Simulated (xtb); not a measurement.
xtb input (GFN2-xTB):

```bash
xtb mol.xyz --gfn 2 --ohess tight --chrg 1 --uhf 0
```
mol.xyz:
```
16

C      1.55333476     0.52176399     0.97824719
Si    -0.00789403     0.14515012     0.02132594
C     -1.62059233    -0.03460712     1.02447882
N     -0.22969352     1.09584939    -1.36388090
N      0.30259083    -1.62733110    -0.59040336
H      2.42036291     0.48681275     0.27988788
H      1.71099111    -0.27563172     1.71419837
H      1.48305741     1.49908042     1.48852013
H     -1.81809337     0.93178484     1.50531454
H     -2.42293688    -0.27571413     0.32793840
H     -1.53348135    -0.82002490     1.76302503
H     -1.11770932     1.35282034    -1.72423884
H      0.53135580     1.64816379    -1.75492504
H      0.41487250    -2.32758389     0.15858176
H     -0.50259162    -1.94714859    -1.16493450
H      1.09530563    -1.64672107    -1.19837215
```

Output:

```
           -------------------------------------------------
          |                Calculation Setup                |
           -------------------------------------------------

           -------------------------------------------------
          |                 G F N 2 - x T B                 |
           -------------------------------------------------

        Reference                      10.1021/acs.jctc.8b01176
      * Hamiltonian:
        H0-scaling (s, p, d)           1.850000    2.230000    2.230000
        zeta-weighting                 0.500000
      * Dispersion:
        s8                             2.700000
        a1                             0.520000
        a2                             5.000000
        s9                             5.000000
      * Repulsion:
        kExp                           1.500000    1.000000
        rExp                           1.000000
      * Coulomb:
        alpha                          2.000000
        third order                    shell-resolved
        anisotropic                    true
        a3                             3.000000
        a5                             4.000000
        cn-shift                       1.200000
        cn-exp                         4.000000
        max-rad                        5.000000

          ...................................................
          :                      SETUP                      :
          :.................................................:
          :  # basis functions                  37          :
          :  # atomic orbitals                  36          :
          :  # shells                           22          :
          :  # electrons                        32          :
          :  max. iterations                   250          :
          :  Hamiltonian                  GFN2-xTB          :
          :  restarted?                      false          :
          :  GBSA solvation                  false          :
          :  PC potential                    false          :
          :  electronic temp.          300.0000000     K    :
          :  accuracy                    1.0000000          :
          :  -> integral cutoff          0.2500000E+02      :
          :  -> integral neglect         0.1000000E-07      :
          :  -> SCF convergence          0.1000000E-05 Eh   :
          :  -> wf. convergence          0.1000000E-03 e    :
          :  Broyden damping             0.4000000          :
          :  net charge                          1          :
          :  unpaired electrons                  0          :
          ...................................................

 iter      E             dE          RMSdq      gap      omega  full diag
   1    -17.1809866 -0.171810E+02  0.460E+00    6.45       0.0  T
   2    -17.2932144 -0.112228E+00  0.358E+00    6.05       1.0  T
   3    -17.3032984 -0.100840E-01  0.270E+00    6.42       1.0  T
   4    -17.2772562  0.260422E-01  0.213E+00    5.86       1.0  T
   5    -17.3055322 -0.282760E-01  0.861E-01    6.42       1.0  T
   6    -17.3058402 -0.308042E-03  0.283E-01    6.47       1.0  T
[...]
           -------------------------------------------------
Molecule has the following symmetry elements: (sigma)
It seems to be the Cs point group
          |               Frequency Printout                |
           -------------------------------------------------
 projected vibrational frequencies (cm⁻¹)
eigval :       -0.00    -0.00     0.00     0.00     0.00     0.00
eigval :       51.13   101.09   115.15   116.26   141.52   178.55
eigval :      195.33   218.41   230.89   343.30   495.49   645.33
eigval :      650.04   680.03   756.10   783.26   807.15   826.62
eigval :      852.12   884.68   991.30  1305.86  1380.19  1383.15
eigval :     1440.21  1444.76  1454.54  1458.35  1470.12  1476.02
eigval :     1480.86  3029.02  3034.29  3036.24  3039.34  3055.08
eigval :     3057.48  3382.27  3383.72  3386.99  3457.44  3484.36
 reduced masses (amu)
   1: 10.90   2: 11.91   3: 15.76   4: 14.22   5: 11.93   6: 13.33   7:  1.12   8:  6.31
   9:  1.36  10:  1.36  11:  9.92  12:  9.36  13: 13.00  14: 14.30  15:  7.74  16: 15.41
  17:  4.47  18:  3.69  19:  2.84  20: 10.31  21:  4.28  22:  5.61  23:  3.17  24:  4.04
  25:  4.72  26: 13.88  27: 17.82  28:  2.97  29:  3.10  30:  3.04  31:  1.57  32:  1.56
  33:  1.58  34:  1.57  35:  1.74  36:  1.74  37:  2.51  38:  1.69  39:  1.85  40:  1.76
  41:  1.86  42:  1.62  43:  1.66  44:  2.01  45:  1.33  46:  2.03  47:  1.55  48:  2.11
 IR intensities (km·mol⁻¹)
   1:  8.83   2:  3.99   3:  6.32   4:  8.71   5:  3.03   6:  8.06   7:  0.00   8: 15.76
   9:  0.49  10:  0.16  11:  2.63  12:  0.29  13:  0.91  14: 27.98  15:  0.00  16: 28.66
  17:258.55  18: 41.97  19: 45.92  20: 36.43  21:  9.97  22:  0.42  23:  0.52  24: 58.28
  25:164.84  26:295.08  27:251.68  28:256.38  29: 67.60  30: 22.42  31:  5.02  32:  9.91
  33:  0.02  34:  8.39  35: 51.04  36: 62.87  37:102.75  38: 11.85  39:  3.70  40:  1.79
  41: 11.40  42:  2.18  43:  1.33  44: 36.27  45: 40.81  46: 34.68  47: 53.60  48: 12.48
 Raman intensities (Ä⁴*amu⁻¹)
   1:  0.00   2:  0.00   3:  0.00   4:  0.00   5:  0.00   6:  0.00   7:  0.00   8:  0.00
   9:  0.00  10:  0.00  11:  0.00  12:  0.00  13:  0.00  14:  0.00  15:  0.00  16:  0.00
  17:  0.00  18:  0.00  19:  0.00  20:  0.00  21:  0.00  22:  0.00  23:  0.00  24:  0.00
  25:  0.00  26:  0.00  27:  0.00  28:  0.00  29:  0.00  30:  0.00  31:  0.00  32:  0.00
  33:  0.00  34:  0.00  35:  0.00  36:  0.00  37:  0.00  38:  0.00  39:  0.00  40:  0.00
  41:  0.00  42:  0.00  43:  0.00  44:  0.00  45:  0.00  46:  0.00  47:  0.00  48:  0.00
 output can be read by thermo (or use thermo option).
 writing <g98.out> molden fake output.
 recommended (thermochemical) frequency scaling factor: 1.0
           -------------------------------------------------
          |             Thermodynamic Functions             |
           -------------------------------------------------

cs  symmetry found (for desy threshold:  0.10E+00) used in thermo

          ...................................................
          :                      SETUP                      :
          :.................................................:
          :  # frequencies                          42      :
          :  # imaginary freq.                       0      :
          :  linear?                             false      :
          :  only rotor calc.                    false      :
          :  symmetry                               cs      :
          :  rotational number                       1      :
          :  scaling factor                  1.0000000      :
          :  rotor cutoff                   50.0000000 cm⁻¹ :
          :  imag. cutoff                  -20.0000000 cm⁻¹ :
          :.................................................:

    mode    ω/cm⁻¹     T·S(HO)/kcal·mol⁻¹    T·S(FR)/kcal·mol⁻¹   T·S(vib)
   ------------------------------------------------------------------------
       1     51.13    -1.42314 ( 52.23%)    -1.04934 ( 47.77%)    -1.24458
       2    101.09    -1.02360 ( 94.35%)    -0.84770 (  5.65%)    -1.01367
       3    115.15    -0.94818 ( 96.57%)    -0.80916 (  3.43%)    -0.94341
       4    116.26    -0.94263 ( 96.69%)    -0.80631 (  3.31%)    -0.93812
       5    141.52    -0.82981 ( 98.47%)    -0.74811 (  1.53%)    -0.82855
Note: The following floating-point exceptions are signalling: IEEE_UNDERFLOW_FLAG IEEE_DENORMAL
normal termination of xtb
       6    178.55    -0.69872 ( 99.39%)    -0.67931 (  0.61%)    -0.69860
       7    195.33    -0.64896 ( 99.57%)    -0.65271 (  0.43%)    -0.64898
       8    218.41    -0.58802 ( 99.73%)    -0.61964 (  0.27%)    -0.58810
       9    230.89    -0.55814 ( 99.78%)    -0.60319 (  0.22%)    -0.55824
   ------------------------------------------------------------------------

   temp. (K)  partition function   enthalpy   heat capacity  entropy
                                   cal/mol     cal/K/mol   cal/K/mol   J/K/mol
 298.15  VIB  0.150E+04             4631.994     27.102     29.409
         ROT  0.160E+06              888.752      2.981     26.795
         INT  0.241E+09             5520.747     30.083     56.203
         TR   0.843E+27             1481.254      4.968     39.426
         TOT                        7002.0007    35.0509    95.6291   400.1122

       T/K    H(0)-H(T)+PV         H(T)/Eh          T*S/Eh         G(T)/Eh
   ------------------------------------------------------------------------
    298.15    0.111584E-01    0.147174E+00    0.454365E-01    0.101738E+00
   ------------------------------------------------------------------------

         :::::::::::::::::::::::::::::::::::::::::::::::::::::
         ::                  THERMODYNAMIC                  ::
         :::::::::::::::::::::::::::::::::::::::::::::::::::::
         :: total free energy         -16.973692818360 Eh   ::
         ::.................................................::
         :: total energy              -17.075430542949 Eh   ::
         :: zero point energy           0.136015803015 Eh   ::
         :: G(RRHO) w/o ZPVE           -0.034278078425 Eh   ::
         :: G(RRHO) contrib.            0.101737724589 Eh   ::
         :::::::::::::::::::::::::::::::::::::::::::::::::::::

optimized geometry written to: xtbopt.xyz

           -------------------------------------------------
          | TOTAL ENERGY              -17.075430542949 Eh   |
          | TOTAL ENTHALPY            -16.928256341503 Eh   |
          | TOTAL FREE ENERGY         -16.973692818360 Eh   |
          | GRADIENT NORM               0.000173394715 Eh/α |
          | HOMO-LUMO GAP               5.980503227239 eV   |
           -------------------------------------------------

------------------------------------------------------------------------
------------------------------------------------------------------------
 total:
 SCF:
 ANC optimizer:
 analytical hessian:
```

It need not be the lowest isomer of its formula.
